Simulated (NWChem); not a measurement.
Molecule: SnN2H6; SMILES [NH2][SnH2][NH2]

```xyz
9

Sn     0.2893    -0.0066     0.0018
N     -0.8408    -1.7036     0.0405
N     -0.9193     1.6486     0.0317
H      1.1946     0.0760     1.4519
H      1.2699    -0.1481    -1.4050
H     -1.6223    -1.6421     0.6910
H     -1.2235    -1.9519    -0.8699
H     -0.4594     2.4743     0.4117
H     -1.3016     1.9052    -0.8766
```
Atoms are numbered in this order, from 1.

Results from NWChem. The geometry was optimised at PBE0/def2-SVP. def2 effective core potentials on Sn; no spin-orbit coupling. Level M06-L/def2-SVP: energy and gradient on several grids; changes count from the extra-fine grid, which is no exact limit either.

**Question.** Which is the coarsest grid (xcoarse; medium; fine; xfine; coarse) from which on the energy stays within 100 μHa and each gradient component within 200 μHa/bohr of xfine?

**Answer.** fine.
```csv
grid,size of the energy change (μHa),largest change of a gradient component (μHa/bohr),"time, medium = 1 (rough)"
xcoarse,4000,9000,about 1
coarse,1000,3000,about 1
medium,70,600,about 1
fine,< 10,100,about 1
xfine,< 10,< 30,5
```
